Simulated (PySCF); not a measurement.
# Two-component Hartree-Fock for Re (rhenium, neutral)

Start: [Xe] 4f14 5d4 6s2 6p1; 5d5/2 filled at m_j = -1/2, +1/2, +3/2, +5/2; 6p3/2 filled at m_j = +3/2. Calculated with PySCF 2.14 in x2c-TZVPall-2c: generalised Hartree-Fock with the X2C-1e Hamiltonian and a Gaussian nucleus; spin-orbit coupling (SO) screened by Boettger's factors. This is a chosen level, not necessarily the ground level.

```
spinor shell  electrons  ε, screened SO (eV)  weight of nominal j (screened SO)  rms radius, screened SO (bohr)
       1s1/2          2             -72049.9                              1.000                          0.0204
       2s1/2          2             -12636.7                              1.000                          0.0824
       2p1/2          2             -12070.0                              1.000                          0.0700
       2p3/2          4             -10624.6                              1.000                          0.0775
       3s1/2          2              -2992.0                              1.000                           0.210
       3p1/2          2              -2739.5                              1.000                           0.202
       3p3/2          4              -2420.5                              1.000                           0.217
       3d3/2          4              -2001.4                              1.000                           0.192
       3d5/2          6              -1932.6                              1.000                           0.196
       4s1/2          2              -661.11                              1.000                           0.468
       4p1/2          2              -554.49                              1.000                           0.476
       4p3/2          4              -479.22                              1.000                           0.509
       4d3/2          4              -303.80                              0.999                           0.531
       4d5/2          6              -289.47                              1.000                           0.543
       5s1/2          2              -105.23                              1.000                            1.11
       5p1/2          2              -70.517                              0.947                            1.23
       4f5/2          6              -66.102                              0.987                           0.636
       4f7/2          8              -63.571                              0.989                           0.639
       5p3/2          4              -57.776                              0.970                            1.31
       5d5/2          4              -15.434                              0.588                            1.93
       6s1/2          2               -9.742                              0.973                            3.27
       6p3/2          1               -5.013                              1.000                            4.42
```

```csv
quantity,screened SO
E (hartree),-16700.50094
M_J,11/2
⟨J²⟩,36.096
⟨L²⟩,13.048
⟨S²⟩,8.534
```

The determinant has a definite M_J but mixes levels of different J.

Each row is a mean over spinors that exchange with the open shell spreads, by up to 7.508 eV (5p3/2).

Rows whose weight is well below 1 are mixtures of j = l ± 1/2: exchange outweighs spin-orbit coupling there, and the label is only the starting occupation.

Breit and QED terms are absent; they matter most for the inner s and p1/2 levels.

Densities and radii are taken from the X2C orbitals without a picture-change correction, which distorts them close to the nucleus.
